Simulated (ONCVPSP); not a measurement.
# Tc, ONCV: configuration errors across variants

```json
{"Element": "Tc", "Generator": "ONCVPSP 4.0.1", "Type": "optimised norm-conserving Vanderbilt (ONCV)", "Functional": "PBE", "Relativity": "scalar-relativistic", "Frozen core": "[Ar] 3d10", "Valence charge": "15", "Reference configuration": "4s2 4p6 4d5 5s2", "Partial waves": "4s+5s: rc 1.55 bohr, ncon 4, nbas 8, qcut 6.3 1/bohr, 2 projectors; 4p: rc 1.25 bohr, ncon 4, nbas 7, qcut 7.3 1/bohr, 2 projectors, debl 3.2 Ha; 4d: rc 2.35 bohr, ncon 4, nbas 9, qcut 7.9 1/bohr, 2 projectors, debl 0.5 Ha", "Local potential": "polynomial inside 1.05 bohr (lpopt 2, dvloc0 4 Ha)", "Core correction": "none"}
```

All-electron excitation energies from the reference (eV): (1) 4s2 4p6 4d5 5s1 8.154; (2) 4s2 4p6 4d5 5s0 23.005; (3) 4s2 4p6 4d4 5s0 51.711; (4) 4s2 4p6 4d6 5s0 6.166.

Errors AE − PS in meV (a dash: test not solved or not reliable):

```json
{"change": "base", "(1)": "-1.3", "(2)": "-4.5", "(3)": "-2.4", "(4)": "+3.6", "bound ghosts": "none", "GHOST(+) flags above zero": "none"}
{"change": "s: rc 1.08", "(1)": "-1.1", "(2)": "-3.2", "(3)": "-1.0", "(4)": "+5.9", "bound ghosts": "none", "GHOST(+) flags above zero": "none"}
{"change": "s: rc 1.2", "(1)": "-1.1", "(2)": "-3.5", "(3)": "-1.2", "(4)": "+5.5", "bound ghosts": "none", "GHOST(+) flags above zero": "none"}
{"change": "s: rc 1.36", "(1)": "-1.2", "(2)": "-3.8", "(3)": "-1.6", "(4)": "+4.8", "bound ghosts": "none", "GHOST(+) flags above zero": "none"}
{"change": "s: rc 1.5", "(1)": "-1.3", "(2)": "-4.3", "(3)": "-2.1", "(4)": "+4.0", "bound ghosts": "none", "GHOST(+) flags above zero": "none"}
{"change": "s: rc 1.7", "(1)": "-1.5", "(2)": "-5.6", "(3)": "-3.2", "(4)": "+2.2", "bound ghosts": "none", "GHOST(+) flags above zero": "none"}
{"change": "s: rc 1.84", "(1)": "-1.7", "(2)": "-6.7", "(3)": "-3.9", "(4)": "+0.8", "bound ghosts": "none", "GHOST(+) flags above zero": "none"}
{"change": "s: rc 1.98", "(1)": "-1.9", "(2)": "-7.8", "(3)": "-4.4", "(4)": "-0.5", "bound ghosts": "none", "GHOST(+) flags above zero": "none"}
{"change": "s: rc 2.14", "(1)": "-2.0", "(2)": "-8.8", "(3)": "-4.7", "(4)": "-1.9", "bound ghosts": "none", "GHOST(+) flags above zero": "none"}
```

Problem. Give the same row for: s: rc 2.24.

Solution. -2.1, -9.4, -4.8, -2.7; bound ghosts: none; GHOST(+) flags above zero: none.
